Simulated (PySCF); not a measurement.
## How the method changes the constants of NaSn⁺

State: ³Π (triplet), unpaired electrons σ ↑, π ↑. Set-up: Na cc-pVDZ, Sn cc-pVDZ-PP with ECP28; scalar-relativistic core potentials (PySCF 2.14). De refers to Na⁺ + Sn in their high-spin ground configurations, without counterpoise correction. The functionals are run spin-unrestricted. A positive dipole points towards Sn; it is taken about the centre of mass and depends on that origin.

| Level | Re (Å) | ωe (cm⁻¹) | De (eV) | μ (D) |
| --- | --- | --- | --- | --- |
| UHF | 3.458 | 108 | 0.53 | -10.53 |
| UHF-MP2 | 3.423 | 113 | 0.55 | n/a |
| UHF-SCS-MP2 | 3.428 | 112 | 0.55 | n/a |
| UHF-CCSD | 3.425 | 113 | 0.55 | n/a |
| UHF-CCSD(T) | 3.422 | 114 | 0.56 | n/a |
| PBE | 3.400 | 108 | 0.70 | -9.42 |
| r²SCAN | 3.403 | 109 | 0.60 | -9.99 |
| M06-L | 3.479 | 104 | 0.50 | -10.55 |
| B3LYP | 3.392 | 109 | 0.67 | -9.58 |
| PBE0 | 3.377 | 112 | 0.64 | -9.68 |
| M06 | 3.460 | 100.0 | 0.56 | -10.20 |

Question: Which functional lies closest to UHF-CCSD(T) in De, which farthest, and by how much do they differ from it?

Answer: Closest is M06 (+3.8 pm in Re, -12.3 % in ωe, +0.00 eV in De against UHF-CCSD(T) in the same basis), farthest PBE (-2.2 pm in Re, -5.3 % in ωe, +0.14 eV in De). CCSD(T) converges more slowly with the basis than the functionals do and binds too weakly in this one, so the order can change at the basis-set limit.

Question: What does a quarter of exact exchange do here, going from PBE to PBE0?

Answer: PBE0 less PBE: -2.3 pm in Re, +3.7 % in ωe, -0.06 eV in De. Exact exchange removes part of the self-interaction that spreads semilocal densities, and in most molecules shortens and stiffens the bond and lowers De; so it does here.

Question: What does second-order correlation do here, going from UHF to UHF-MP2?

Answer: UHF-MP2 less UHF: -3.5 pm in Re, +4.6 % in ωe, +0.02 eV in De. Correlation nearly always deepens the well. The bond shortens, as in weak, metallic or heavy-atom bonds, where dispersion and the correlation of outer-core electrons pull the atoms together.

Correlated steps freeze 5 core orbitals. Correlated levels converge slowly with the basis: in double zeta they bind strong bonds too weakly, by up to about 1 eV, and carry superposition errors of some tenths. These are scalar-relativistic numbers at best; spin–orbit coupling would shift them, the dissociation energy most. For an ion De counts to the pair picked by the measured ionisation energies or electron affinities, which need not be the lowest pair at this level. The state is the lowest determinant that a PBE0 search found; another state may lie lower at other levels.
